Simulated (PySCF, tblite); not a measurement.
Isomers of C5H13FOSi2. Computed with GFN2-xTB (tblite): harmonic, unscaled wavenumbers at the GFN2-xTB geometry, gas phase. Errors from tens to a few hundred cm⁻¹ against measured bands are possible. Modes of hydrogen on silicon can be 10 to 20 % off. One conformer each.

Electronic energies: PBE0/pcSseg-1 single points on the GFN2-xTB geometries (PySCF, gas phase).

| SMILES | electronic energy, lowest = 0 (kcal/mol) |
| --- | --- |
| FCC1(OC[SiH3])C[SiH2]C1 | 38.8 |
| C[SiH](C)[Si@@H](C)[C@H](F)C=O | 0.0 |
| C[SiH](C)[SiH2][C@@](C)(F)C=O | 6.0 |
| CO[C@@H](F)[SiH2][SiH2]C1CC1 | 37.8 |

Task: How do GFN2-xTB zero-point energies change the relative energies?

Result: 
| SMILES | ZPE (kcal/mol) | of it from modes above 1550 cm⁻¹ | electronic (kcal/mol) | with ZPE, lowest = 0 (kcal/mol) | lowest mode (cm⁻¹) | rings |
| --- | --- | --- | --- | --- | --- | --- |
| C[SiH](C)[Si@@H](C)[C@H](F)C=O | 103.0 | 55.8 | 0.0 | 0.0 | 14 | 0 |
| C[SiH](C)[SiH2][C@@](C)(F)C=O | 102.0 | 54.9 | 6.0 | 5.1 | 14i | 0 |
| CO[C@@H](F)[SiH2][SiH2]C1CC1 | 102.6 | 51.3 | 37.8 | 37.5 | 6i | 1 |
| FCC1(OC[SiH3])C[SiH2]C1 | 101.7 | 50.2 | 38.8 | 37.5 | 35 | 1 |

The zero-point energies span 1.3 kcal/mol, from `FCC1(OC[SiH3])C[SiH2]C1` to `C[SiH](C)[Si@@H](C)[C@H](F)C=O`. Slightly imaginary modes are left out of the zero-point energy: `C[SiH](C)[SiH2][C@@](C)(F)C=O` 13.6i cm⁻¹ and `CO[C@@H](F)[SiH2][SiH2]C1CC1` 6.2i cm⁻¹. The order is unchanged, ties at the printed digit aside.

Task: And how do the electronic energies of GFN2-xTB itself compare?

Result: `C[SiH](C)[Si@@H](C)[C@H](F)C=O` 14.9; `C[SiH](C)[SiH2][C@@](C)(F)C=O` 8.9; `CO[C@@H](F)[SiH2][SiH2]C1CC1` 11.3; `FCC1(OC[SiH3])C[SiH2]C1` 0.0 kcal/mol, lowest = 0. Against the energies above, taken from the same isomer `C[SiH](C)[Si@@H](C)[C@H](F)C=O`, the largest difference is 53.7 kcal/mol.
